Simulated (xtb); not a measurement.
Zn(Cl)(SeH) (ClHSeZn), SMILES [Cl][Zn][SeH]. All values are semi-empirical tight-binding results from xtb (GFN2-xTB unless named), good for trends rather than for accurate numbers. The structure is a stationary point at GFN2-xTB. One conformer was computed; it need not be the lowest.

Optimised geometry:

```xyz
4

Zn     0.3478    -0.6110     0.0237
Cl     2.0842    -0.9193    -1.1184
Se    -1.2862     0.9912     0.4974
H     -2.1357     0.2607     1.3909
```
Charge 0, spin multiplicity 1.

For metal compounds this method's bond lengths and energies can be far off.

| Property | Result |
|---|---|
| point group as xtb finds it | Cs |
| orbital gap | 2.95 eV |
| zero-point energy | 4.7 kcal/mol |
| G − E(el) at 298.15 K (modified RRHO) | -15.0 kcal/mol |

Computed atomic charges and the Wiberg bond orders between heavy atoms:
charges (e) Zn1 0.29, Cl2 -0.25, Se3 -0.22, H4 0.18. Bond orders Zn1–Cl2 0.93, Zn1–Se3 0.93.
